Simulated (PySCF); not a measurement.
An unknown shows these calculated signals:

1H NMR (400 MHz, computed): δ 6.18 (br s, 1H).

13C{1H} NMR (computed): δ 159.4 (C, t, J = 31.5 Hz), 128.1 (C, qt, J = 356.2, 33.3 Hz), 116.3 (C, tqt, J = 328.1, 39.3, 28.2 Hz), 114.7 (C, tt, J = 322.8, 26.2 Hz).

Calculated, not measured (PySCF 2.14.0 with density-fitted response routines): structure optimised with PBE0-D3(BJ)/def2-SVP, σ from GIAO-KT2/pcSseg-2, J couplings at B3LYP/pcJ-1 (spin–dipole term only in couplings to heteroatoms). Rapidly exchanging positions averaged, no solvent model, single conformer, no relativistic terms.

Scale: 1H, 13C against TMS (reference shieldings calculated alike).

Task: Which of these does the molecule contain: a carboxylic acid, a (CH3)2CH unit, an amide, a nitrile, a CF3 group, an OH group?

Result: 
- A carboxylic acid: yes (δC 159.4; δH 6.18 (br s)).
- A (CH3)2CH unit: no.
- An amide: no.
- A nitrile: no.
- A CF3 group: yes (δC 128.1).
- An OH group: yes (δH 6.18 (br s)).

The data belong to heptafluorobutyric acid (O=C(O)C(F)(F)C(F)(F)C(F)(F)F, C₄HF₇O₂); they needn't prove each group on their own.

Carbon signals by region: 4 in the sp2 and nitrile region (100–160 ppm).

The OH or NH signal is concentration- and solvent-dependent in practice; the value given is the gas-phase one. C–F couplings over four or more bonds (about 3 Hz to the para carbon of a fluoroarene) are left out. Common functionals overestimate the size of one-bond C–F couplings by tens of Hz; these are unscaled. Shifts are as computed. Against solution values, carbons near 30 ppm lie about +3 ppm off and those near 130 ppm about -1 ppm. Of 1211 compounds with measured shifts, 218 miss one by over three times the rms of a fit or turn the order of signals round; such compounds aren't used in these exercises. The C=O carbon of an acid or of an amide with N–H lies up to 10 ppm further downfield in solution, through hydrogen bonding that the calculation lacks. Vicinal couplings across rotatable single bonds and in flexible rings belong to the one computed conformer; a conformer average would change them.
